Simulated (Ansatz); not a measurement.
```yaml
crystal:
  periodic: [false, false, false]
  atoms:
    - {symbol: Te, position_ang: [-0.322506, 0.006434, -1.381991]}
    - {symbol: C, position_ang: [1.469040, 0.048514, -0.352441]}
    - {symbol: N, position_ang: [2.515998, 0.074264, 0.151703]}
    - {symbol: C, position_ang: [-1.473410, -0.048439, 0.333756]}
    - {symbol: N, position_ang: [-2.189132, -0.080773, 1.248983]}
basis:
  gaussian: {orbitals: ANO-RCC-VTZP}
hamiltonian: {xc: {name: B2PLYP}, dispersion: rvv10}
scf: {omitted_lower_state_checks: [starts]}
```

```sh
$ ansatz run in.yaml --threads 4 --pin off --events-out ev --progress --plain --max-ram 3916MiB
```

Output, abridged:

```
Error: invalid value for `hamiltonian.dispersion`: this functional's text states its nonlocal part
```

In this input the functional holds a nonlocal dispersion part already, so the dispersion key must go. The program refused the input.
